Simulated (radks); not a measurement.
Question: The mean radii <r> (bohr) of the occupied orbitals of an atom or ion are listed with their occupations. Calculated with a radial shooting solver on a logarithmic mesh with Libxc functionals: scalar-relativistic Kohn-Sham, BLYP, spin-polarised, spherical densities, point nucleus.

orbital  occ.      <r>
1s down     1  0.05409
1s up       1  0.05409
2s up       1   0.2451
2s down     1   0.2448
2p up       3   0.2154
2p down     3   0.2151
3s up       1   0.7345
3s down     1   0.7369
3p up       3   0.7676
3p down     3   0.7718
3d up       5   0.8891
3d down     2   0.9121

Name the element and its charge. Open shells, if any, are filled with parallel spins first.

Answer: Z = 28, nickel, charge +3: Ni3+ in [Ar] 3d7. The 1s radius gives Z: for a bare nucleus <r> = (2 gamma + 1)/(2Z) with gamma = sqrt(1 - (Z/c)^2), 0.05282 bohr for Z = 28, and screening makes it slightly larger (0.05409 here). The occupations add up to 25, and the charge is Z minus that.
